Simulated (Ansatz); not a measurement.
A short molecular-dynamics run on F$_{3}$GeHS, SMILES `[F][Ge]([F])([F])[SH]`.

```yaml
crystal:
  periodic: [false, false, false]
  atoms:
    - {symbol: F, position_ang: [-0.787501, -1.054028, 1.261123]}
    - {symbol: Ge, position_ang: [0.246529, -0.390902, 0.074448]}
    - {symbol: F, position_ang: [1.843584, -0.807953, 0.501540]}
    - {symbol: F, position_ang: [-0.134008, -1.247798, -1.353113]}
    - {symbol: S, position_ang: [0.092553, 1.760763, -0.119974]}
    - {symbol: H, position_ang: [-1.219058, 1.675917, -0.410324]}
basis:
  gaussian: {orbitals: def2-SVP}
hamiltonian: {xc: {name: BLYP}}
md: {timestep: 0.5 fs, n_steps: 50, ensemble: nvt_nose_hoover, temperature: 300, initial_velocities: maxwell_boltzmann, seed: 899}
```

```sh
$ ansatz run in.yaml --threads 4 --pin off --events-out ev --progress --plain --max-ram 10444MiB
```

| step | time (fs) | potential energy (eV) | kinetic (eV) | T (K) | conserved (eV) |
| --- | --- | --- | --- | --- | --- |
| 0 | 0.0 | -75507.8741 | 0.1551 | 300 | -75507.7189 |
| 1 | 0.5 | -75507.8824 | 0.1634 | 316 | -75507.7190 |
| 2 | 1.0 | -75507.8887 | 0.1696 | 328 | -75507.7190 |
| 3 | 1.5 | -75507.8924 | 0.1733 | 335 | -75507.7190 |
| 4 | 2.0 | -75507.8936 | 0.1746 | 338 | -75507.7190 |
| 5 | 2.5 | -75507.8930 | 0.1740 | 337 | -75507.7189 |
| 6 | 3.0 | -75507.8911 | 0.1722 | 333 | -75507.7189 |
| 7 | 3.5 | -75507.8889 | 0.1701 | 329 | -75507.7188 |
| 8 | 4.0 | -75507.8872 | 0.1683 | 326 | -75507.7188 |
| 9 | 4.5 | -75507.8863 | 0.1675 | 324 | -75507.7188 |
| 10 | 5.0 | -75507.8867 | 0.1679 | 325 | -75507.7188 |
| 11 | 5.5 | -75507.8882 | 0.1694 | 328 | -75507.7188 |
| 12 | 6.0 | -75507.8905 | 0.1716 | 332 | -75507.7188 |
| 13 | 6.5 | -75507.8930 | 0.1741 | 337 | -75507.7189 |
| 14 | 7.0 | -75507.8950 | 0.1760 | 340 | -75507.7189 |
| 15 | 7.5 | -75507.8957 | 0.1767 | 342 | -75507.7190 |
| 16 | 8.0 | -75507.8946 | 0.1755 | 339 | -75507.7190 |
| 17 | 8.5 | -75507.8914 | 0.1723 | 333 | -75507.7190 |
| 18 | 9.0 | -75507.8864 | 0.1673 | 324 | -75507.7189 |
| 19 | 9.5 | -75507.8801 | 0.1611 | 312 | -75507.7189 |
| 20 | 10.0 | -75507.8737 | 0.1547 | 299 | -75507.7188 |
| 21 | 10.5 | -75507.8681 | 0.1491 | 288 | -75507.7187 |
| 22 | 11.0 | -75507.8642 | 0.1453 | 281 | -75507.7187 |
| 23 | 11.5 | -75507.8625 | 0.1436 | 278 | -75507.7187 |
| 24 | 12.0 | -75507.8628 | 0.1438 | 278 | -75507.7188 |
| 25 | 12.5 | -75507.8643 | 0.1452 | 281 | -75507.7188 |
| 26 | 13.0 | -75507.8660 | 0.1468 | 284 | -75507.7189 |
| 27 | 13.5 | -75507.8669 | 0.1477 | 286 | -75507.7189 |
| 28 | 14.0 | -75507.8662 | 0.1470 | 284 | -75507.7190 |
| 29 | 14.5 | -75507.8636 | 0.1444 | 279 | -75507.7190 |
| 30 | 15.0 | -75507.8593 | 0.1401 | 271 | -75507.7189 |
| 31 | 15.5 | -75507.8537 | 0.1345 | 260 | -75507.7189 |
| 32 | 16.0 | -75507.8476 | 0.1285 | 248 | -75507.7188 |
| 33 | 16.5 | -75507.8418 | 0.1227 | 237 | -75507.7188 |
| 34 | 17.0 | -75507.8371 | 0.1180 | 228 | -75507.7187 |
| 35 | 17.5 | -75507.8339 | 0.1148 | 222 | -75507.7187 |
| 36 | 18.0 | -75507.8324 | 0.1134 | 219 | -75507.7187 |
| 37 | 18.5 | -75507.8327 | 0.1136 | 220 | -75507.7188 |
| 38 | 19.0 | -75507.8342 | 0.1151 | 223 | -75507.7188 |
| 39 | 19.5 | -75507.8364 | 0.1173 | 227 | -75507.7188 |
| 40 | 20.0 | -75507.8385 | 0.1193 | 231 | -75507.7189 |
| 41 | 20.5 | -75507.8397 | 0.1205 | 233 | -75507.7189 |
| 42 | 21.0 | -75507.8394 | 0.1202 | 232 | -75507.7190 |
| 43 | 21.5 | -75507.8374 | 0.1182 | 229 | -75507.7189 |
| 44 | 22.0 | -75507.8338 | 0.1146 | 222 | -75507.7189 |
| 45 | 22.5 | -75507.8292 | 0.1101 | 213 | -75507.7188 |
| 46 | 23.0 | -75507.8246 | 0.1055 | 204 | -75507.7188 |
| 47 | 23.5 | -75507.8209 | 0.1020 | 197 | -75507.7187 |
| 48 | 24.0 | -75507.8192 | 0.1002 | 194 | -75507.7187 |
| 49 | 24.5 | -75507.8196 | 0.1007 | 195 | -75507.7187 |
| 50 | 25.0 | -75507.8220 | 0.1031 | 199 | -75507.7188 |

Velocities are drawn at the set temperature; a run this short doesn't reach equilibrium.

Frames (Å, forces in eV/Å):

```xyz
6
time=0.0 fs
F    -0.788   -1.054    1.261   -0.681   -0.449    0.789
Ge    0.247   -0.391    0.074   -0.043    0.457   -0.044
F     1.844   -0.808    0.502    1.051   -0.288    0.282
F    -0.134   -1.248   -1.353   -0.249   -0.578   -0.946
S     0.093    1.761   -0.120    0.419    0.864    0.031
H    -1.219    1.676   -0.410   -0.498   -0.006   -0.113
6
time=0.5 fs
F    -0.789   -1.055    1.264   -0.603   -0.396    0.692
Ge    0.247   -0.391    0.074   -0.216    0.416   -0.034
F     1.841   -0.808    0.501    1.137   -0.310    0.305
F    -0.133   -1.250   -1.355   -0.235   -0.536   -0.881
S     0.093    1.763   -0.119    0.211    0.813   -0.014
H    -1.226    1.673   -0.415   -0.294    0.013   -0.069
6
time=1.0 fs
F    -0.790   -1.056    1.268   -0.523   -0.343    0.594
Ge    0.248   -0.391    0.074   -0.388    0.373   -0.025
F     1.839   -0.808    0.501    1.219   -0.331    0.326
F    -0.133   -1.252   -1.357   -0.221   -0.493   -0.812
S     0.093    1.765   -0.119   -0.005    0.760   -0.062
H    -1.233    1.670   -0.420   -0.082    0.033   -0.021
6
time=1.5 fs
F    -0.791   -1.058    1.271   -0.444   -0.289    0.496
Ge    0.249   -0.391    0.073   -0.555    0.328   -0.017
F     1.837   -0.809    0.500    1.295   -0.351    0.346
F    -0.132   -1.255   -1.359   -0.205   -0.447   -0.741
S     0.093    1.767   -0.118   -0.217    0.706   -0.110
H    -1.240    1.667   -0.426    0.126    0.054    0.026
6
time=2.0 fs
F    -0.792   -1.059    1.274   -0.364   -0.236    0.398
Ge    0.249   -0.390    0.073   -0.718    0.281   -0.010
F     1.835   -0.809    0.500    1.366   -0.370    0.365
F    -0.132   -1.257   -1.361   -0.190   -0.400   -0.668
S     0.094    1.769   -0.118   -0.411    0.651   -0.155
H    -1.247    1.664   -0.431    0.316    0.074    0.071
6
time=2.5 fs
F    -0.793   -1.060    1.278   -0.286   -0.183    0.300
Ge    0.250   -0.390    0.072   -0.873    0.231   -0.004
F     1.834   -0.809    0.500    1.430   -0.387    0.382
F    -0.131   -1.260   -1.363   -0.173   -0.353   -0.593
S     0.094    1.771   -0.117   -0.580    0.597   -0.196
H    -1.254    1.662   -0.436    0.482    0.094    0.111
6
time=3.0 fs
F    -0.795   -1.061    1.281   -0.208   -0.130    0.204
Ge    0.250   -0.390    0.072   -1.021    0.180    0.002
F     1.832   -0.810    0.500    1.487   -0.401    0.396
F    -0.131   -1.262   -1.365   -0.157   -0.304   -0.517
S     0.094    1.773   -0.116   -0.717    0.543   -0.229
H    -1.259    1.659   -0.440    0.616    0.112    0.144
6
time=3.5 fs
F    -0.796   -1.063    1.285   -0.132   -0.079    0.109
Ge    0.251   -0.390    0.071   -1.159    0.128    0.008
F     1.831   -0.810    0.500    1.535   -0.414    0.409
F    -0.130   -1.265   -1.368   -0.140   -0.254   -0.440
S     0.094    1.776   -0.116   -0.820    0.492   -0.256
H    -1.262    1.657   -0.445    0.715    0.128    0.170
6
time=4.0 fs
F    -0.797   -1.064    1.289   -0.058   -0.029    0.016
Ge    0.251   -0.390    0.071   -1.287    0.074    0.014
F     1.830   -0.811    0.500    1.576   -0.425    0.420
F    -0.130   -1.267   -1.370   -0.123   -0.204   -0.363
S     0.094    1.778   -0.115   -0.885    0.442   -0.273
H    -1.264    1.655   -0.448    0.778    0.141    0.187
6
time=4.5 fs
F    -0.799   -1.065    1.292    0.014    0.020   -0.075
Ge    0.252   -0.390    0.070   -1.404    0.020    0.019
F     1.829   -0.811    0.500    1.607   -0.433    0.428
F    -0.129   -1.270   -1.372   -0.106   -0.154   -0.286
S     0.094    1.780   -0.115   -0.913    0.396   -0.282
H    -1.265    1.654   -0.452    0.802    0.151    0.196
6
time=5.0 fs
F    -0.800   -1.067    1.296    0.083    0.068   -0.163
Ge    0.252   -0.389    0.070   -1.509   -0.035    0.026
F     1.828   -0.812    0.500    1.629   -0.438    0.433
F    -0.129   -1.272   -1.375   -0.089   -0.104   -0.209
S     0.094    1.783   -0.114   -0.902    0.352   -0.281
H    -1.263    1.653   -0.455    0.788    0.158    0.194
6
time=5.5 fs
F    -0.802   -1.068    1.299    0.150    0.114   -0.248
Ge    0.253   -0.389    0.069   -1.601   -0.091    0.032
F     1.828   -0.813    0.500    1.641   -0.441    0.436
F    -0.128   -1.275   -1.377   -0.072   -0.054   -0.133
S     0.094    1.785   -0.114   -0.853    0.312   -0.271
H    -1.259    1.652   -0.457    0.735    0.161    0.183
6
time=6.0 fs
F    -0.803   -1.069    1.303    0.214    0.158   -0.330
Ge    0.253   -0.389    0.069   -1.681   -0.148    0.040
F     1.827   -0.814    0.500    1.644   -0.441    0.437
F    -0.128   -1.278   -1.380   -0.056   -0.005   -0.058
S     0.094    1.788   -0.114   -0.768    0.275   -0.251
H    -1.254    1.652   -0.459    0.646    0.161    0.162
6
time=6.5 fs
F    -0.804   -1.071    1.306    0.276    0.200   -0.409
Ge    0.253   -0.389    0.068   -1.748   -0.204    0.048
F     1.827   -0.814    0.500    1.637   -0.439    0.434
F    -0.127   -1.280   -1.382   -0.040    0.044    0.015
S     0.094    1.790   -0.113   -0.647    0.242   -0.221
H    -1.247    1.652   -0.461    0.522    0.156    0.132
6
time=7.0 fs
F    -0.805   -1.072    1.310    0.334    0.241   -0.484
Ge    0.253   -0.389    0.068   -1.801   -0.261    0.057
F     1.827   -0.815    0.500    1.620   -0.433    0.429
F    -0.127   -1.283   -1.385   -0.025    0.092    0.087
S     0.094    1.793   -0.113   -0.494    0.213   -0.182
H    -1.238    1.652   -0.463    0.366    0.148    0.092
6
time=7.5 fs
F    -0.807   -1.073    1.313    0.389    0.280   -0.556
Ge    0.254   -0.389    0.067   -1.842   -0.317    0.067
F     1.828   -0.816    0.500    1.594   -0.425    0.421
F    -0.127   -1.286   -1.387   -0.010    0.139    0.157
S     0.093    1.795   -0.112   -0.314    0.187   -0.135
H    -1.229    1.653   -0.464    0.183    0.136    0.045
6
time=8.0 fs
F    -0.808   -1.075    1.316    0.441    0.316   -0.624
Ge    0.254   -0.389    0.067   -1.870   -0.373    0.078
F     1.828   -0.817    0.501    1.558   -0.414    0.411
F    -0.126   -1.288   -1.390    0.004    0.184    0.225
S     0.093    1.798   -0.112   -0.114    0.165   -0.081
H    -1.220    1.654   -0.465   -0.019    0.121   -0.009
6
time=8.5 fs
F    -0.809   -1.076    1.319    0.490    0.351   -0.689
Ge    0.254   -0.388    0.067   -1.886   -0.428    0.090
F     1.829   -0.818    0.501    1.514   -0.401    0.399
F    -0.126   -1.291   -1.392    0.018    0.229    0.291
S     0.093    1.800   -0.112    0.094    0.145   -0.024
H    -1.210    1.655   -0.466   -0.230    0.105   -0.067
6
time=9.0 fs
F    -0.810   -1.077    1.322    0.535    0.383   -0.750
Ge    0.254   -0.388    0.066   -1.891   -0.482    0.103
F     1.830   -0.819    0.502    1.461   -0.385    0.384
F    -0.125   -1.293   -1.394    0.031    0.271    0.355
S     0.092    1.803   -0.111    0.299    0.126    0.033
H    -1.201    1.657   -0.467   -0.436    0.087   -0.124
6
time=9.5 fs
F    -0.811   -1.078    1.325    0.578    0.413   -0.807
Ge    0.254   -0.388    0.066   -1.884   -0.535    0.117
F     1.831   -0.820    0.502    1.401   -0.367    0.366
F    -0.125   -1.296   -1.397    0.044    0.313    0.415
S     0.092    1.805   -0.111    0.484    0.106    0.086
H    -1.193    1.659   -0.469   -0.623    0.070   -0.177
6
time=10.0 fs
F    -0.812   -1.079    1.328    0.617    0.441   -0.861
Ge    0.253   -0.388    0.065   -1.867   -0.586    0.132
F     1.832   -0.821    0.503    1.333   -0.347    0.347
F    -0.125   -1.298   -1.399    0.055    0.352    0.474
S     0.092    1.808   -0.111    0.635    0.083    0.130
H    -1.187    1.661   -0.471   -0.774    0.056   -0.222
6
time=10.5 fs
F    -0.813   -1.080    1.331    0.653    0.467   -0.911
Ge    0.253   -0.388    0.065   -1.841   -0.635    0.147
F     1.834   -0.823    0.503    1.258   -0.324    0.326
F    -0.124   -1.301   -1.401    0.066    0.390    0.529
S     0.091    1.810   -0.110    0.738    0.057    0.162
H    -1.182    1.663   -0.473   -0.875    0.046   -0.253
6
time=11.0 fs
F    -0.814   -1.081    1.334    0.687    0.491   -0.957
Ge    0.253   -0.388    0.064   -1.806   -0.683    0.163
F     1.836   -0.824    0.504    1.178   -0.300    0.303
F    -0.124   -1.303   -1.404    0.077    0.426    0.582
S     0.091    1.813   -0.110    0.782    0.025    0.177
H    -1.180    1.665   -0.476   -0.917    0.042   -0.268
6
time=11.5 fs
F    -0.814   -1.082    1.336    0.717    0.512   -1.000
Ge    0.253   -0.388    0.064   -1.762   -0.728    0.179
F     1.837   -0.825    0.505    1.093   -0.275    0.279
F    -0.123   -1.306   -1.406    0.086    0.460    0.631
S     0.091    1.815   -0.109    0.763   -0.012    0.174
H    -1.180    1.668   -0.480   -0.896    0.043   -0.264
6
time=12.0 fs
F    -0.815   -1.082    1.339    0.743    0.531   -1.039
Ge    0.252   -0.388    0.064   -1.711   -0.771    0.196
F     1.839   -0.827    0.505    1.002   -0.248    0.253
F    -0.123   -1.308   -1.408    0.095    0.491    0.678
S     0.091    1.818   -0.109    0.683   -0.055    0.154
H    -1.182    1.670   -0.484   -0.813    0.051   -0.242
6
time=12.5 fs
F    -0.815   -1.083    1.341    0.767    0.548   -1.074
Ge    0.252   -0.388    0.063   -1.653   -0.811    0.213
F     1.841   -0.828    0.506    0.908   -0.220    0.227
F    -0.122   -1.310   -1.410    0.103    0.521    0.722
S     0.091    1.820   -0.108    0.551   -0.103    0.117
H    -1.185    1.673   -0.489   -0.677    0.064   -0.204
6
time=13.0 fs
F    -0.816   -1.084    1.343    0.788    0.564   -1.106
Ge    0.251   -0.388    0.063   -1.589   -0.848    0.230
F     1.843   -0.829    0.507    0.811   -0.190    0.199
F    -0.122   -1.312   -1.411    0.110    0.549    0.762
S     0.091    1.823   -0.108    0.381   -0.154    0.067
H    -1.191    1.676   -0.495   -0.501    0.080   -0.153
6
time=13.5 fs
F    -0.816   -1.084    1.345    0.806    0.577   -1.134
Ge    0.251   -0.388    0.062   -1.520   -0.882    0.247
F     1.846   -0.831    0.508    0.712   -0.160    0.171
F    -0.121   -1.314   -1.413    0.116    0.575    0.800
S     0.091    1.826   -0.108    0.187   -0.206    0.009
H    -1.198    1.679   -0.500   -0.301    0.098   -0.093
6
time=14.0 fs
F    -0.816   -1.085    1.347    0.822    0.588   -1.159
Ge    0.250   -0.388    0.062   -1.445   -0.913    0.265
F     1.848   -0.832    0.509    0.610   -0.130    0.142
F    -0.121   -1.316   -1.415    0.121    0.598    0.835
S     0.091    1.828   -0.107   -0.016   -0.258   -0.053
H    -1.205    1.682   -0.506   -0.093    0.115   -0.029
6
time=14.5 fs
F    -0.816   -1.085    1.349    0.834    0.597   -1.181
Ge    0.249   -0.388    0.061   -1.365   -0.942    0.282
F     1.851   -0.834    0.509    0.508   -0.099    0.113
F    -0.120   -1.318   -1.416    0.126    0.620    0.866
S     0.091    1.831   -0.107   -0.213   -0.308   -0.114
H    -1.212    1.685   -0.513    0.111    0.132    0.034
6
time=15.0 fs
F    -0.816   -1.086    1.351    0.843    0.604   -1.199
Ge    0.249   -0.389    0.061   -1.282   -0.967    0.299
F     1.853   -0.835    0.510    0.404   -0.067    0.083
F    -0.120   -1.320   -1.418    0.130    0.640    0.895
S     0.091    1.833   -0.106   -0.393   -0.355   -0.172
H    -1.220    1.689   -0.519    0.298    0.145    0.094
6
time=15.5 fs
F    -0.816   -1.086    1.352    0.850    0.610   -1.213
Ge    0.248   -0.389    0.061   -1.195   -0.988    0.315
F     1.856   -0.837    0.511    0.300   -0.036    0.054
F    -0.119   -1.322   -1.419    0.133    0.657    0.920
S     0.091    1.835   -0.106   -0.549   -0.398   -0.223
H    -1.226    1.693   -0.524    0.460    0.155    0.147
6
time=16.0 fs
F    -0.816   -1.086    1.353    0.854    0.613   -1.225
Ge    0.247   -0.389    0.060   -1.104   -1.006    0.331
F     1.858   -0.838    0.512    0.197   -0.004    0.025
F    -0.119   -1.324   -1.420    0.135    0.673    0.942
S     0.091    1.838   -0.105   -0.675   -0.437   -0.265
H    -1.232    1.697   -0.530    0.593    0.161    0.191
6
time=16.5 fs
F    -0.816   -1.086    1.354    0.855    0.615   -1.233
Ge    0.246   -0.389    0.060   -1.011   -1.021    0.347
F     1.861   -0.840    0.513    0.095    0.027   -0.005
F    -0.118   -1.325   -1.421    0.136    0.687    0.962
S     0.091    1.840   -0.105   -0.766   -0.471   -0.297
H    -1.236    1.702   -0.535    0.691    0.163    0.225
6
time=17.0 fs
F    -0.815   -1.086    1.355    0.854    0.615   -1.238
Ge    0.245   -0.390    0.060   -0.916   -1.032    0.362
F     1.863   -0.841    0.514   -0.006    0.058   -0.033
F    -0.118   -1.327   -1.422    0.137    0.699    0.978
S     0.091    1.843   -0.105   -0.822   -0.501   -0.317
H    -1.238    1.708   -0.539    0.754    0.162    0.248
6
time=17.5 fs
F    -0.815   -1.086    1.356    0.850    0.614   -1.240
Ge    0.244   -0.390    0.059   -0.819   -1.040    0.376
F     1.866   -0.842    0.515   -0.106    0.088   -0.062
F    -0.117   -1.328   -1.423    0.137    0.709    0.992
S     0.091    1.845   -0.104   -0.841   -0.527   -0.326
H    -1.239    1.713   -0.543    0.779    0.156    0.260
6
time=18.0 fs
F    -0.814   -1.086    1.357    0.843    0.610   -1.238
Ge    0.243   -0.390    0.059   -0.720   -1.044    0.389
F     1.869   -0.844    0.515   -0.203    0.118   -0.089
F    -0.116   -1.330   -1.424    0.135    0.717    1.002
S     0.091    1.847   -0.104   -0.823   -0.548   -0.323
H    -1.238    1.719   -0.546    0.768    0.146    0.259
6
time=18.5 fs
F    -0.813   -1.086    1.357    0.834    0.605   -1.233
Ge    0.242   -0.391    0.059   -0.621   -1.043    0.402
F     1.871   -0.845    0.516   -0.298    0.148   -0.116
F    -0.116   -1.331   -1.424    0.134    0.723    1.010
S     0.090    1.849   -0.104   -0.768   -0.566   -0.307
H    -1.235    1.726   -0.549    0.719    0.133    0.245
6
time=19.0 fs
F    -0.812   -1.086    1.358    0.822    0.598   -1.225
Ge    0.242   -0.391    0.059   -0.520   -1.039    0.413
F     1.874   -0.847    0.517   -0.390    0.176   -0.142
F    -0.115   -1.332   -1.425    0.131    0.727    1.014
S     0.090    1.852   -0.103   -0.677   -0.580   -0.278
H    -1.230    1.732   -0.551    0.635    0.118    0.219
6
time=19.5 fs
F    -0.811   -1.085    1.358    0.807    0.590   -1.213
Ge    0.241   -0.392    0.058   -0.420   -1.031    0.423
F     1.876   -0.848    0.518   -0.479    0.204   -0.168
F    -0.114   -1.333   -1.425    0.128    0.729    1.016
S     0.089    1.854   -0.103   -0.552   -0.591   -0.238
H    -1.224    1.739   -0.552    0.516    0.099    0.180
6
time=20.0 fs
F    -0.810   -1.085    1.358    0.790    0.579   -1.199
Ge    0.240   -0.392    0.058   -0.320   -1.018    0.431
F     1.879   -0.850    0.519   -0.565    0.230   -0.192
F    -0.114   -1.334   -1.425    0.124    0.730    1.014
S     0.089    1.856   -0.103   -0.395   -0.599   -0.185
H    -1.216    1.746   -0.553    0.366    0.078    0.131
6
time=20.5 fs
F    -0.809   -1.084    1.358    0.771    0.567   -1.181
Ge    0.238   -0.393    0.058   -0.220   -1.001    0.438
F     1.881   -0.851    0.519   -0.647    0.256   -0.215
F    -0.113   -1.335   -1.425    0.119    0.728    1.010
S     0.089    1.858   -0.103   -0.212   -0.606   -0.123
H    -1.208    1.754   -0.554    0.189    0.056    0.071
6
time=21.0 fs
F    -0.808   -1.084    1.357    0.748    0.553   -1.159
Ge    0.237   -0.393    0.058   -0.121   -0.980    0.444
F     1.883   -0.852    0.520   -0.725    0.280   -0.237
F    -0.112   -1.336   -1.425    0.114    0.725    1.003
S     0.088    1.860   -0.102   -0.010   -0.612   -0.053
H    -1.199    1.761   -0.555   -0.006    0.033    0.003
6
time=21.5 fs
F    -0.806   -1.083    1.357    0.724    0.538   -1.134
Ge    0.236   -0.394    0.057   -0.024   -0.954    0.447
F     1.885   -0.853    0.521   -0.799    0.304   -0.258
F    -0.111   -1.336   -1.425    0.108    0.719    0.993
S     0.087    1.862   -0.102    0.200   -0.617    0.021
H    -1.190    1.769   -0.555   -0.209    0.011   -0.069
6
time=22.0 fs
F    -0.805   -1.082    1.356    0.696    0.520   -1.106
Ge    0.235   -0.395    0.057    0.073   -0.924    0.449
F     1.888   -0.855    0.522   -0.869    0.326   -0.278
F    -0.111   -1.337   -1.425    0.101    0.712    0.980
S     0.087    1.864   -0.102    0.407   -0.624    0.096
H    -1.181    1.777   -0.556   -0.408   -0.010   -0.140
6
time=22.5 fs
F    -0.803   -1.082    1.356    0.667    0.501   -1.074
Ge    0.234   -0.395    0.057    0.168   -0.889    0.449
F     1.890   -0.856    0.522   -0.935    0.346   -0.297
F    -0.110   -1.337   -1.424    0.094    0.702    0.964
S     0.087    1.866   -0.102    0.594   -0.632    0.165
H    -1.174    1.784   -0.557   -0.589   -0.029   -0.206
6
time=23.0 fs
F    -0.802   -1.081    1.355    0.634    0.480   -1.039
Ge    0.233   -0.396    0.057    0.261   -0.850    0.446
F     1.891   -0.857    0.523   -0.996    0.366   -0.314
F    -0.109   -1.338   -1.424    0.087    0.691    0.945
S     0.086    1.867   -0.102    0.748   -0.642    0.222
H    -1.168    1.792   -0.559   -0.735   -0.044   -0.261
6
time=23.5 fs
F    -0.800   -1.080    1.354    0.599    0.456   -1.000
Ge    0.232   -0.397    0.057    0.353   -0.806    0.442
F     1.893   -0.858    0.523   -1.053    0.384   -0.330
F    -0.108   -1.338   -1.423    0.078    0.678    0.924
S     0.086    1.869   -0.101    0.854   -0.656    0.263
H    -1.164    1.799   -0.561   -0.832   -0.056   -0.299
6
time=24.0 fs
F    -0.798   -1.079    1.353    0.562    0.432   -0.958
Ge    0.231   -0.398    0.056    0.443   -0.757    0.436
F     1.895   -0.859    0.524   -1.105    0.400   -0.344
F    -0.107   -1.338   -1.422    0.070    0.662    0.899
S     0.085    1.871   -0.101    0.902   -0.672    0.284
H    -1.162    1.806   -0.564   -0.873   -0.065   -0.316
6
time=24.5 fs
F    -0.796   -1.078    1.352    0.522    0.405   -0.913
Ge    0.230   -0.398    0.056    0.532   -0.704    0.427
F     1.896   -0.860    0.524   -1.152    0.415   -0.358
F    -0.107   -1.339   -1.421    0.060    0.645    0.872
S     0.085    1.873   -0.101    0.889   -0.690    0.281
H    -1.162    1.814   -0.567   -0.851   -0.071   -0.310
6
time=25.0 fs
F    -0.794   -1.077    1.350    0.479    0.376   -0.864
Ge    0.229   -0.399    0.056    0.619   -0.647    0.417
F     1.897   -0.861    0.525   -1.195    0.429   -0.370
F    -0.106   -1.339   -1.420    0.050    0.626    0.842
S     0.085    1.874   -0.101    0.815   -0.710    0.256
H    -1.163    1.821   -0.572   -0.769   -0.074   -0.282
```

Hardware: 4 threads of an Arm Neoverse V2 on a shared host. Wall time 34 s, peak host memory 0.15 GiB.
